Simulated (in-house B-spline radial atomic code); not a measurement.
# RPA and G0W0 on LDA exchange-only: P

Configuration [Ne] 3s2 3p3, highest spin, mean-field start LDA exchange-only. Computed with an all-electron radial atomic-structure program (B-spline basis): all electrons, non-relativistic, point nucleus, each spin shell either full or empty, empty states to l = 9 with an (l + 1/2)⁻⁴ tail; G0W0 by contour deformation at full frequency.

Command:
```bash
python run_gw.py task.json out
```
Settings (radii: box in bohr, nucleus in fm):
```
Z                        15
electrons                15
configuration            [Ne] 3s2 3p3
hamiltonian              nr
method                   lda,
lmax                     9
spin_polarised           True
box_radius               40
intervals                52
```

Time taken, with all properties: 2.1 s on 1 thread of Arm Neoverse N1, with other jobs on the host.

Energies (hartree):

| term | value |
| --- | --- |
| mean-field total | -338.88855 |
| Hartree-Fock functional on these orbitals | -340.70000 |
| direct second order | -1.0117 |
| second-order exchange | 0.37249 |
| SOSEX correction | 0.32846 |

Q: What is the RPA correlation energy, and what remains with SOSEX?

A: RPA gives -0.85828 hartree (-1.56 eV per electron); RPA + SOSEX gives -0.52982, and the second-order doubles -0.6392 hartree (no singles). SOSEX takes back 38 % of the RPA value.

Quasi-particle levels (eV):

```json
{"level": "3p up", "occupied": "yes", "mean field": "-5.533", "Σx - vxc": "-5.23", "Σc": "?", "QP weight": "?", "G0W0": "?"}
{"level": "3p down", "occupied": "no", "mean field": "-2.363", "Σx - vxc": "3.80", "Σc": "-2.70", "QP weight": "0.859", "G0W0": "-1.268"}
```

G0W0 = mean field + (Σx - vxc) + Σc, with Σc (partial-wave tail included) taken at the quasi-particle energy. Only the outer levels were computed. Levels of low weight are left out.

Q: Where does G0W0 put 3p up?

A: At -9.965 eV, with Σc = 0.79 eV and a quasi-particle weight of 0.696. The tabulated removal energy is 10.487 eV (NIST, measured); the calculation leaves out relativity, Breit and QED terms, and what these don't explain is the method's own error.
